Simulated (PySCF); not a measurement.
## Computed properties of H₆Si₃, SMILES [SiH2]1[SiH2][SiH2]1

H6Si3, SMILES [SiH2]1[SiH2][SiH2]1. Geometry optimised at PBE0-D3(BJ)/def2-SVP. One conformer was computed; it need not be the lowest. All values are computed for the isolated molecule unless a solvent is named; none is compared with measurement here.

**Structure.** The optimised structure has D3h symmetry. All 21 harmonic modes at PBE0-D3(BJ)/def2-SVP (PySCF) are real, so it is a minimum. With heavy atoms numbered as in [SiH2:1]1[SiH2:4][SiH2:7]1, the shortest bond between them is Si4–Si7 at 2.337 Å and the longest Si1–Si7 at 2.337 Å.

**Vibrations.** The strongest infrared lines (harmonic, unscaled, degenerate partners summed) lie at 873 cm⁻¹ (367 km/mol, H 96 %), 2228 cm⁻¹ (218 km/mol, H 98 %), 2260 cm⁻¹ (162 km/mol, H 95 %). The softest mode is at 201 cm⁻¹ and the zero-point energy is 30.9 kcal/mol.

**Electronic structure.** CAM-B3LYP/def2-TZVPD (PySCF) places the frontier levels at -8.09 and 0.02 eV, a gap of 8.11 eV, and gives a dipole moment of 0.00 D and a mean polarisability of 94.7 bohr³. PBE/def2-TZVPD (PySCF) at the same geometry gives -5.97 and -2.05 eV, so its gap is 4.19 eV narrower. An orbital gap is neither the optical nor the fundamental gap.

**Excitations.** TDA-PBE0/def2-SVPD (PySCF) has S1 at 4.49 eV (276 nm, f = 0.000, dark); the most intense of the 10 singlets computed lies at 6.47 eV (f = 0.50). Strengths of degenerate partners are summed. T1 (TDA) is at 3.91 eV, 0.58 eV under S1. TDA-PBE/def2-SVPD (PySCF) puts S1 at 4.31 eV. No vertical singlet excitation falls in the visible range (under 3.1 eV).

**NMR.** GIAO shifts at HF/pcSseg-1 (PySCF) (non-relativistic, atoms alike by connectivity averaged): ¹H at 3.2 ppm against TMS; ²⁹Si at -162.3 ppm against TMS.

**Solvation.** SMD-M06-2X/def2-SVP (PySCF) gives 2.7 kcal/mol in water, -0.9 kcal/mol in acetone, -0.2 kcal/mol in N,N-dimethylformamide (1 M in both phases, gas-phase geometry); of these solvents acetone holds the molecule best.
